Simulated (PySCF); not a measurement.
CH₇GeN (SMILES [CH3][GeH2][NH2]), singlet, geometry from GFN2-xTB; PBE/6-31G* in PySCF.

Input for PySCF:
```python
from pyscf import gto, scf, dft, solvent

mol = gto.M(
    atom='''
Ge   -0.03852749   -0.29826525    0.18887817
C     1.62964066    0.44535456   -0.57584762
N    -1.53410385    0.68169130   -0.12850713
H     0.04371239   -0.39594059    1.68437563
H    -0.34215919   -1.65352553   -0.38023861
H     1.55152035    0.53096011   -1.65733976
H     1.82907163    1.43552091   -0.17229564
H     2.48103368   -0.18787893   -0.34925976
H    -1.81343297    0.76616877   -1.09609878
H    -1.55598332    1.60521686    0.28139119
''',
    basis='6-31g*',
    verbose=4,
)

mf = dft.RKS(mol)
mf.xc = 'pbe'
mf.kernel()
mf.analyze()
```

Output, abridged:

```
PySCF version 2.14.0

[INPUT] verbose = 4
[INPUT] num. atoms = 10
[INPUT] num. electrons = 52
[INPUT] charge = 0
[INPUT] spin (= nelec alpha-beta = 2S) = 0
[INPUT] symmetry False subgroup None
[INPUT] Mole.unit = angstrom
[INPUT] Symbol           X                Y                Z      unit          X                Y                Z       unit  Magmom
[...]
nuclear repulsion = 209.563929652609
number of shells = 38
number of NR pGTOs = 177
number of NR cGTOs = 74
basis = 6-31g*
ecp = {}

******** <class 'pyscf.dft.rks.RKS'> ********
method = RKS
initial guess = minao
damping factor = 0
level_shift factor = 0
DIIS = <class 'pyscf.scf.diis.CDIIS'>
diis_start_cycle = 1
diis_space = 8
diis_damp = 0
SCF conv_tol = 1e-09
SCF conv_tol_grad = None
SCF max_cycles = 50
direct_scf = True
direct_scf_tol = 1e-13
XC library pyscf.dft.libxc version 7.1.2
    S. Lehtola, C. Steigemann, M. J. T. Oliveira, and M. A. L. Marques,  SoftwareX 7, 1–5 (2018)
XC functionals = pbe
    J. P. Perdew, K. Burke, and M. Ernzerhof,  Phys. Rev. Lett. 77, 3865 (1996)
    J. P. Perdew, K. Burke, and M. Ernzerhof,  Phys. Rev. Lett. 78, 1396 (1997)
    J. P. Perdew, K. Burke, and M. Ernzerhof,  Phys. Rev. Lett. 77, 3865 (1996)
    J. P. Perdew, K. Burke, and M. Ernzerhof,  Phys. Rev. Lett. 78, 1396 (1997)
radial grids:
    Treutler-Ahlrichs [JCP 102, 346 (1995); DOI:10.1063/1.469408] (M4) radial grids

becke partition: Becke, JCP 88, 2547 (1988); DOI:10.1063/1.454033
pruning grids: <function nwchem_prune>
grids dens level: 3
symmetrized grids: False
atomic radii adjust function: <function treutler_atomic_radii_adjust>
small_rho_cutoff = 0
Set gradient conv threshold to 3.16228e-05
Initial guess from minao.
tot grids = 117320
init E= -2172.69867073654
[...]
cycle= 1 E= -2173.21019905574  delta_E= -0.512  |g|= 0.802  |ddm|= 2.74
[...]
cycle= 2 E= -2172.97036931993  delta_E= 0.24  |g|= 1.31  |ddm|= 1.72
[...]
cycle= 3 E= -2173.31887779779  delta_E= -0.349  |g|= 0.179  |ddm|= 1.28
[...]
cycle= 4 E= -2173.32620567432  delta_E= -0.00733  |g|= 0.0443  |ddm|= 0.191
[...]
cycle= 5 E= -2173.32663647423  delta_E= -0.000431  |g|= 0.016  |ddm|= 0.0623
[...]
cycle= 6 E= -2173.32670992714  delta_E= -7.35e-05  |g|= 0.00351  |ddm|= 0.0191
[...]
cycle= 7 E= -2173.32671248867  delta_E= -2.56e-06  |g|= 0.000521  |ddm|= 0.00393
[...]
cycle= 8 E= -2173.32671255798  delta_E= -6.93e-08  |g|= 6.69e-05  |ddm|= 0.000707
[...]
cycle= 9 E= -2173.32671255926  delta_E= -1.28e-09  |g|= 1.45e-05  |ddm|= 0.000107
[...]
cycle= 10 E= -2173.32671255934  delta_E= -7.73e-11  |g|= 1.74e-06  |ddm|= 2.63e-05
[...]
Extra cycle  E= -2173.32671255933  delta_E= 8.19e-12  |g|= 2.04e-06  |ddm|= 5.3e-06
converged SCF energy = -2173.32671255933
**** SCF Summaries ****
Total Energy =                       -2173.326712559332009
Nuclear Repulsion Energy =             209.563929652608664
One-electron Energy =                -3441.485130380453484
Two-electron Energy =                 1058.594488168512498
Two-electron Coulomb Energy =         1152.143950420827196
DFT Exchange-Correlation Energy =      -93.549462252314783
HOMO-LUMO gap [eV] =                     5.647981369194247
**** MO energy ****
[...]
 ** Mulliken pop on meta-lowdin orthogonal AOs  **
 ** Mulliken pop  **
 ** Mulliken atomic charges  **
charge of    0Ge =      0.50138
charge of    1C =     -0.52761
charge of    2N =     -0.63319
charge of    3H =     -0.05611
charge of    4H =     -0.05611
charge of    5H =      0.11633
charge of    6H =      0.11633
charge of    7H =      0.12082
charge of    8H =      0.20908
charge of    9H =      0.20908
Dipole moment(X, Y, Z, Debye):  0.74182,  1.24980, -0.89992
```
